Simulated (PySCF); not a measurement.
PySCF job for CH3ClF2OSi, SMILES OC[Si](F)(F)Cl, PBE/pcSseg-1. The structure is a stationary point at B3LYP-D3(BJ)/def2-SVP. This is a generated structure with no PubChem entry under its InChIKey; it may be hypothetical. The values are those of a single conformer.

```python
import numpy as np
from pyscf import gto, scf, dft
from pyscf.prop.nmr import rks as nmr

mol = gto.M(
    atom='''
    O    -2.36418457    0.16180900    0.17325128
    C    -1.45737142   -0.85829443   -0.20254602
    Si    0.31478780   -0.35687183    0.12529187
    F     0.67605834   -0.32168495    1.69328481
    F     1.35896190   -1.36966353   -0.56941499
    Cl    0.60830234    1.53132009   -0.63811623
    H    -2.14899077    0.95947352   -0.33088319
    H    -1.56316062   -1.16817010   -1.26301787
    H    -1.69349451   -1.75010819    0.40222822
    ''',
    basis='pcSseg-1',
    charge=0,
    spin=0,
    max_memory=1600,
    verbose=3,
)
mf = dft.RKS(mol, xc='pbe')
mf.grids.level = 3
mf.conv_tol = 1e-10
mf.max_cycle = 100
mf.kernel()
n = nmr.NMR(mf)
n.verbose = 2
n.max_cycle_cphf = 60
sigma = n.kernel()
print('atom   isotropic/ppm   span/ppm')
for i, s in enumerate(sigma):
    w = np.linalg.eigvalsh((s + s.T) / 2)
    print(f'{mol.atom_symbol(i):2s}{i + 1:3d} {w.mean():14.3f} {w[2] - w[0]:11.3f}')
```

Program output:

```
converged SCF energy = -1063.98434653142
atom   isotropic/ppm   span/ppm
O   1        329.057     113.730
C   2        123.949      73.297
Si  3        354.213      67.350
F   4        287.260     134.413
F   5        285.500     134.043
Cl  6        875.929     306.055
H   7         31.523      20.595
H   8         27.556       9.676
H   9         27.375       7.717
```

Self-consistency was reached.

Cost: very roughly 23 core-seconds.
